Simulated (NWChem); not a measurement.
System: C$_{2}$H$_{2}$Cl$_{2}$F$_{2}$; SMILES FC(F)C(Cl)Cl

Here is an NWChem input.

```
start job
memory heap 200 mb stack 900 mb global 1100 mb
geometry units angstroms noautosym nocenter noautoz
  F      0.194262     2.047985     0.674203
  C      0.758250     0.958967     0.123138
  F      0.766047     1.106117    -1.205897
  C     -0.041876    -0.273366     0.534408
  Cl    -1.694325    -0.184746    -0.078690
  Cl     0.804296    -1.728310    -0.018287
  H      1.798427     0.867640     0.484728
  H     -0.094205    -0.315008     1.629835
end
basis spherical
  * library pcseg-2
end
dft
  xc pbe0
  iterations 150
  semidirect filesize 400000000
end
cosmo
  do_cosmo_smd true
  solvent water
end
task dft energy
```

Excerpt of the output:

```
             Northwest Computational Chemistry Package (NWChem) 7.3.0
             --------------------------------------------------------

                             Geometry "geometry" -> ""
                             -------------------------

 Output coordinates in angstroms (scale by  1.889725989 to convert to a.u.)

  No.       Tag          Charge          X              Y              Z
 ---- ---------------- ---------- -------------- -------------- --------------
    1 F                    9.0000     0.19426200     2.04798500     0.67420300
    2 C                    6.0000     0.75825000     0.95896700     0.12313800
    3 F                    9.0000     0.76604700     1.10611700    -1.20589700
    4 C                    6.0000    -0.04187600    -0.27336600     0.53440800
    5 Cl                  17.0000    -1.69432500    -0.18474600    -0.07869000
    6 Cl                  17.0000     0.80429600    -1.72831000    -0.01828700
    7 H                    1.0000     1.79842700     0.86764000     0.48472800
    8 H                    1.0000    -0.09420500    -0.31500800     1.62983500

 Effective nuclear repulsion energy (a.u.)     383.4225629637

                                 NWChem DFT Module
                                 -----------------

 Summary of "ao basis" -> "ao basis" (spherical)
 ------------------------------------------------------------------------------
       Tag                 Description            Shells   Functions and Types
 ---------------- ------------------------------  ------  ---------------------
 F                          pcseg-2                 10       30   4s3p2d1f
 C                          pcseg-2                 10       30   4s3p2d1f
 Cl                         pcseg-2                 12       34   5s4p2d1f
 H                          pcseg-2                  6       14   3s2p1d

 in cosmo_initialize ...
 calling solv_data for solv:h2o

 solvent parameters
 solvname_short: h2o
 solvname_long:  water
 dielec:       78.4000
 dielecinf:     1.7769
 aqueous SMD model solvent descriptors
 dielec:       78.4000
 sola:          0.8200

          ---------------
          -cosmo- solvent
          ---------------
 Cosmo: York-Karplus, doi: 10.1021/jp992097l
 dielectric constant -eps-     =  78.40
 screen = (eps-1)/(eps    )    =   0.98724
 surface charge correction     = lagrangian

   van der Waals surface
 --------------------------

 ---------- ATOMIC COORDINATES (A.U.) ------------ VDWR(ANG.) --
     1    0.36710195    3.87013048    1.27405893     1.730
     2    1.43288473    1.81218486    0.23269708     1.850
     3    1.44761892    2.09025804   -2.27881490     1.730
     4   -0.07913417   -0.51658683    1.00988469     1.850
     5   -3.20180999   -0.34911932   -0.14870254     2.380
     6    1.51989905   -3.26603232   -0.03455742     2.380
     7    3.39853424    1.63960186    0.91600310     1.200
     8   -0.17802164   -0.59527880    3.07994156     1.200
 number of segments per atom =        128
 number of   points per atom =        128
 atom (   nspa,  nppa )
 ----------------------
    1 (     75,     0 )       0
    2 (     18,     0 )       0
    3 (     66,     0 )       0
    4 (      7,     0 )       0
    5 (     90,     0 )       0
    6 (     91,     0 )       0
    7 (     50,     0 )       0
    8 (     45,     0 )       0
 number of -cosmo- surface points =      442
 molecular surface =    148.901 angstrom**2
 molecular volume  =    139.865 angstrom**3
 -lineq- algorithm             =   0
 -bem- low  level              =   3
 -bem- from -octahedral-
 gaussian surface charge width =   4.50000
 degree of switching           =   1.00000
 switching function tolerance  =   0.00010
 atomic radii =
 --------------
    1  9.000  1.730
    2  6.000  1.850
    3  9.000  1.730
    4  6.000  1.850
    5 17.000  2.380
    6 17.000  2.380
    7  1.000  1.200
    8  1.000  1.200
 ...... end of -cosmo- initialization ......

 nat:                     8
 ixmem:                  3618
 calling mnsol_interface()
 G(SMD-CDS) energy (kcal/mol)  =     2.944
 SMD-CDS SASA (angstrom**2)    =   146.219

            General Information
            -------------------
          SCF calculation type: DFT
          Wavefunction type:  closed shell.
          No. of atoms     :     8
          No. of electrons :    66
           Alpha electrons :    33
            Beta electrons :    33
          Charge           :     0
          Spin multiplicity:     1
          Use of symmetry is: off; symmetry adaption is: off
          Maximum number of iterations: 150
          AO basis - number of functions:   216
                     number of shells:    76
          Convergence on energy requested:  1.00D-06
          Convergence on density requested:  1.00D-05
          Convergence on gradient requested:  5.00D-04

              XC Information
              --------------
                         PBE0 Method XC Functional
                     Hartree-Fock (Exact) Exchange  0.250
          PerdewBurkeErnzerhof Exchange Functional  0.750
            Perdew 1991 LDA Correlation Functional  1.000 local
           PerdewBurkeErnz. Correlation Functional  1.000 non-local

             Grid Information
             ----------------
          Grid used for XC integration:  medium
          Radial quadrature: Mura-Knowles
          Angular quadrature: Lebedev.
          Tag              B.-S. Rad. Rad. Pts. Rad. Cut. Ang. Pts.
          ---              ---------- --------- --------- ---------
          F                   0.50       49          11.0       434
          C                   0.70       49           9.0       434
          Cl                  1.00       88          11.0       590
          H                   0.35       45          11.0       434
          Grid pruning is: on
          Number of quadrature shells:   462
          Spatial weights used:  Erf1

      Superposition of Atomic Density Guess
      -------------------------------------

 Sum of atomic energies:       -1194.12030709

      Non-variational initial energy
      ------------------------------

 Total energy =   -1196.161298
 1-e energy   =   -2415.281470
 2-e energy   =     835.697609
 HOMO         =      -0.336665
 LUMO         =       0.041190

------------------------------------------------------------
EAF file 0: "./job.aoints.0" size=975175680 bytes
------------------------------------------------------------
               write      read    awrite     aread      wait
               -----      ----    ------     -----      ----
     calls:     1860         0         0         0         0
   data(b): 9.75e+08  0.00e+00  0.00e+00  0.00e+00
   time(s): 0.00e+00  0.00e+00  0.00e+00  0.00e+00  0.00e+00
rate(mb/s): 0.00e+00  0.00e+00
------------------------------------------------------------

   convergence    iter        energy       DeltaE   RMS-Dens  Diis-err
 ---------------- ----- ----------------- --------- --------- ---------
     COSMO gas phase
 d= 0,ls=0.0,diis     1  -1196.8913717309 -1.58D+03  7.15D-03  2.13D+00
 d= 0,ls=0.0,diis     2  -1196.6821425719  2.09D-01  4.83D-03  4.07D+00
 d= 0,ls=0.0,diis     3  -1197.0639843010 -3.82D-01  7.28D-04  7.52D-02
 d= 0,ls=0.0,diis     4  -1197.0702563568 -6.27D-03  2.50D-04  1.01D-02
 d= 0,ls=0.0,diis     5  -1197.0712301294 -9.74D-04  6.13D-05  4.00D-04
  Resetting Diis
 d= 0,ls=0.0,diis     6  -1197.0712650881 -3.50D-05  2.15D-05  5.59D-05
 d= 0,ls=0.0,diis     7  -1197.0712704349 -5.35D-06  1.01D-05  2.97D-06
 d= 0,ls=0.0,diis     8  -1197.0712703572  7.77D-08  4.93D-06  4.30D-06

   convergence    iter        energy       DeltaE   RMS-Dens  Diis-err
 ---------------- ----- ----------------- --------- --------- ---------
     COSMO solvation phase
 d= 0,ls=0.0,diis     1  -1197.0741867965 -2.92D-03  1.20D-03  5.78D-03
 d= 0,ls=0.0,diis     2  -1197.0756581109 -1.47D-03  1.77D-04  2.24D-03
 d= 0,ls=0.0,diis     3  -1197.0758493869 -1.91D-04  7.32D-05  7.56D-04
 d= 0,ls=0.0,diis     4  -1197.0759130897 -6.37D-05  2.92D-05  4.89D-05
 d= 0,ls=0.0,diis     5  -1197.0759179781 -4.89D-06  8.66D-06  4.37D-06
 d= 0,ls=0.0,diis     6  -1197.0759184385 -4.60D-07  1.87D-06  4.40D-07

         Total DFT energy =    -1197.075918438473
      One electron energy =    -2416.512144883394
           Coulomb energy =      924.787574450221
    Exchange-Corr. energy =      -88.483125191001
 Nuclear repulsion energy =      383.422562963714

             COSMO energy =       -0.290785778013

 Numeric. integr. density =       65.999997224072

                                COSMO-SMD solvation results
                                ---------------------------

             internal energy in gas <Psi(g)|H|Psi(g)> =     -1197.071270357158
         internal energy in solvent <Psi(s)|H|Psi(s)> =     -1197.069068425334
                               delta internal energy  =         0.002201931824 (    1.38 kcal/mol)
   total free energy in solvent <Psi(s)|H+V/2|Psi(s)> =     -1197.080610687417
 polarization energy contribution <Psi(s)|V/2|Psi(s)> =        -0.011542262083 (   -7.24 kcal/mol)
    total free energy in solvent including G(SMD-CDS) =     -1197.075918438473
                       G(SMD-CDS) energy contribution =         0.004692248944 (    2.94 kcal/mol)
     1 M fixed-concentration free energy of solvation =        -0.004648081315 (   -2.92 kcal/mol)

                       DFT Final Molecular Orbital Analysis
                       ------------------------------------

 Vector   31  Occ=2.000000D+00  E=-3.534713D-01
              MO Center= -3.8D-01, -9.5D-01, -3.4D-02, r^2= 3.3D+00
   Bfn.  Coefficient  Atom+Function         Bfn.  Coefficient  Atom+Function
  ----- ------------  ---------------      ----- ------------  ---------------
   168      0.354172  6 Cl pz               134     -0.312985  5 Cl pz
   133      0.211385  5 Cl py               171      0.202848  6 Cl pz
   167     -0.196328  6 Cl py               137     -0.179802  5 Cl pz
   162     -0.168749  6 Cl pz               165      0.159874  6 Cl pz
   128      0.149199  5 Cl pz               132      0.145683  5 Cl px

 Vector   32  Occ=2.000000D+00  E=-3.352754D-01
              MO Center= -4.9D-01, -8.6D-01, -2.1D-02, r^2= 3.5D+00
   Bfn.  Coefficient  Atom+Function         Bfn.  Coefficient  Atom+Function
  ----- ------------  ---------------      ----- ------------  ---------------
   133      0.381539  5 Cl py               166     -0.378572  6 Cl px
   136      0.225884  5 Cl py               169     -0.220378  6 Cl px
   127     -0.181233  5 Cl py               160      0.179472  6 Cl px
   130      0.172666  5 Cl py               163     -0.170857  6 Cl px
   168     -0.163519  6 Cl pz               134      0.161425  5 Cl pz

 Vector   33  Occ=2.000000D+00  E=-3.294090D-01
              MO Center= -3.2D-01, -6.0D-01,  9.7D-02, r^2= 3.5D+00
   Bfn.  Coefficient  Atom+Function         Bfn.  Coefficient  Atom+Function
  ----- ------------  ---------------      ----- ------------  ---------------
   134      0.312627  5 Cl pz               168      0.293538  6 Cl pz
   137      0.199138  5 Cl pz               171      0.185915  6 Cl pz
   167     -0.155421  6 Cl py               128     -0.149753  5 Cl pz
   133     -0.147559  5 Cl py               131      0.143619  5 Cl pz
   204     -0.141525  8 H  s                162     -0.140546  6 Cl pz

 Vector   34  Occ=0.000000D+00  E=-7.653686D-03
              MO Center= -1.9D-01, -7.7D-01,  1.5D-01, r^2= 3.9D+00
   Bfn.  Coefficient  Atom+Function         Bfn.  Coefficient  Atom+Function
  ----- ------------  ---------------      ----- ------------  ---------------
    94      1.003643  4 C  s                 93      0.520896  4 C  s
   205     -0.421868  8 H  s                135     -0.416068  5 Cl px
   159     -0.391554  6 Cl s                170     -0.382160  6 Cl py
   125     -0.348044  5 Cl s                 99     -0.324789  4 C  py
   169      0.318734  6 Cl px               100     -0.298603  4 C  pz

 Vector   35  Occ=0.000000D+00  E= 1.866646D-02
              MO Center= -1.0D-01, -1.4D-01,  2.2D-01, r^2= 5.0D+00
   Bfn.  Coefficient  Atom+Function         Bfn.  Coefficient  Atom+Function
  ----- ------------  ---------------      ----- ------------  ---------------
    34      0.755195  2 C  s                191     -0.680910  7 H  s
   125      0.574654  5 Cl s                135      0.488367  5 Cl px
    98      0.423645  4 C  px                42     -0.362672  2 C  py
   159     -0.362985  6 Cl s                170     -0.337042  6 Cl py
   102     -0.331259  4 C  py               205     -0.330113  8 H  s

 Vector   36  Occ=0.000000D+00  E= 4.396453D-02
              MO Center=  4.7D-01, -3.2D-01,  1.4D+00, r^2= 6.2D+00
   Bfn.  Coefficient  Atom+Function         Bfn.  Coefficient  Atom+Function
  ----- ------------  ---------------      ----- ------------  ---------------
   205      2.120805  8 H  s                 94     -1.169005  4 C  s
   191      1.148947  7 H  s                103     -1.120110  4 C  pz
    34     -0.783298  2 C  s                 41     -0.522077  2 C  px
   159     -0.509395  6 Cl s                102     -0.293539  4 C  py
   170     -0.277291  6 Cl py               101      0.237166  4 C  px

------------------------------------------------------------
EAF file 0: "./job.aoints.0" size=1605894144 bytes
------------------------------------------------------------
               write      read    awrite     aread      wait
               -----      ----    ------     -----      ----
     calls:     3063        13         0     39806     39806
   data(b): 1.61e+09  6.82e+06  0.00e+00  2.09e+10
   time(s): 0.00e+00  0.00e+00  0.00e+00  0.00e+00  0.00e+00
rate(mb/s): 0.00e+00  0.00e+00
------------------------------------------------------------

     Multipole analysis of the density
     ---------------------------------

     L   x y z        total         alpha         beta         nuclear
     -   - - -        -----         -----         ----         -------
     0   0 0 0     -0.000000    -33.000000    -33.000000     66.000000

     1   1 0 0      0.665513      0.791248      0.791248     -0.916982
     1   0 1 0     -0.137980     -0.570905     -0.570905      1.003830
     1   0 0 1      0.983609      0.845199      0.845199     -0.706788

     2   2 0 0    -33.821689   -145.690893   -145.690893    257.560097
     2   1 1 0      0.895590      2.379178      2.379178     -3.862766
     2   1 0 1      1.156241      7.674812      7.674812    -14.193383
     2   0 2 0    -38.261261   -210.071720   -210.071720    381.882179
     2   0 1 1      0.067095     -1.654891     -1.654891      3.376876
     2   0 0 2    -34.377726    -56.444571    -56.444571     78.511417
```

Level: PBE0/pcseg-2, SMD on the gas-phase geometry. The geometry was optimised at PBE0/def2-SVP. Solvent: water.
